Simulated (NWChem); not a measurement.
System: C2H7FSi; SMILES CC[SiH2]F

NWChem input:

```
start job
memory heap 200 mb stack 900 mb global 1100 mb
geometry units angstroms noautoz
  Si     0.503587    -0.760990     0.151307
  F     -0.940543    -1.454053    -0.160526
  C      0.465327     1.012171    -0.435862
  C     -0.611740     1.873247     0.220850
  H      0.720807    -0.842734     1.626070
  H      1.547758    -1.547802    -0.567454
  H      1.471456     1.434141    -0.257081
  H      0.340488     0.998320    -1.532981
  H     -1.616846     1.463387     0.037212
  H     -0.476085     1.929077     1.312769
  H     -0.599119     2.904419    -0.164808
end
basis spherical
  * library def2-tzvp
end
dft
  xc b3lyp
  iterations 150
  semidirect filesize 400000000
  mulliken
end
task dft energy
```

All runs use the structure optimised with PBE0/def2-SVP.

Question: Predict the main results of this run. (B3LYP/def2-TZVP.) Quantities: energy (Ha); highest occupied level (eV); orbital gap (eV); dipole (D).

Answer: The energy (Ha) is -469.94, the highest occupied level (eV) is -8.43 and the orbital gap (eV) is 8.58. The dipole (D) is 1.83.
